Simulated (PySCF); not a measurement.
Species: C2H9NO2Si2.
Numbering: `[CH3:1][O:2][C:3](=[O:4])[SiH2:5][SiH2:6][NH2:7]` (hydrogens: H8, H9, H10 on C1; H11, H12 on Si5; H13, H14 on Si6; H15, H16 on N7)

A linear-response calculation (PySCF, def2-SVPD basis, gas phase, vertical, core orbitals frozen in the response) gave these numbers; the functional is withheld.

Orbital energies (eV): HOMO-3 -8.70, HOMO-2 -8.35, HOMO-1 -7.58, HOMO -7.17, LUMO -0.95, LUMO+1 -0.46, LUMO+2 0.27.

```json
{"state": "S1", "E (eV)": "4.99", "f": "0.018", "main configurations (H = HOMO, L = LUMO)": "H→L (46%), H-1→L (44%)"}
{"state": "S2", "E (eV)": "5.48", "f": "0.012", "main configurations (H = HOMO, L = LUMO)": "H→L (41%), H-1→L (37%), H→L+1 (20%)"}
{"state": "S3", "E (eV)": "5.83", "f": "0.019", "main configurations (H = HOMO, L = LUMO)": "H→L+1 (76%), H-1→L (12%), H→L (8%)"}
{"state": "S4", "E (eV)": "6.31", "f": "0.026", "main configurations (H = HOMO, L = LUMO)": "H-1→L+1 (83%)"}
{"state": "S5", "E (eV)": "6.56", "f": "0.037", "main configurations (H = HOMO, L = LUMO)": "H-2→L (69%), H→L+2 (22%)"}
{"state": "S6", "E (eV)": "6.57", "f": "0.022", "main configurations (H = HOMO, L = LUMO)": "H→L+2 (60%), H-2→L (17%), H→L+3 (16%)"}
```

Triplets (Tamm–Dancoff): T1 4.37 eV, H-1→L (48%), H→L (40%); T2 5.13 eV, H→L (43%), H→L+1 (26%), H-1→L (24%); T3 5.54 eV, H-3→L (55%), H→L+1 (15%), H-2→L (12%); T4 5.64 eV, H→L+1 (50%), H-3→L (19%), H-1→L (13%).

Vertical ionisation energy by ΔSCF with the same functional: 9.07 eV. Mean static polarisability: 100.3 au.

Task: Which of these was used?
A. PBE
B. CAM-B3LYP
C. HF
D. B3LYP

Result: D. B3LYP is a global hybrid with 20% exact exchange. In this run −ε(HOMO) = 7.17 eV differs from the ΔSCF value by -1.90 eV, and S1 differs from the orbital gap of 6.22 eV by -1.22 eV. The ratio −ε(HOMO)/IP is 0.79. Usual ranges for neutral molecules in this basis: 0.67 to 0.83 with B3LYP, 0.5 to 0.7 with PBE, 0.85 to 0.93 with CAM-B3LYP; with Hartree–Fock the ratio is 1 or more (Koopmans' value less the relaxation energy is the ΔSCF value).

Computed with TDDFT B3LYP/def2-SVPD, vertical, gas phase, core orbitals frozen in the response in PySCF. Geometry: PBE0-D3(BJ)/def2-SVP, one conformer, isolated molecule.

Shape of the structure used: `[CH3:1][O:2][C:3](=[O:4])[SiH2:5][SiH2:6][NH2:7]`: C1–O2–C3–O4 0°, O2–C3–Si5–Si6 -101°, C3–Si5–Si6–N7 -170°, H–N7–Si6–Si5 -165°, H–N7–Si6–Si5 56°.
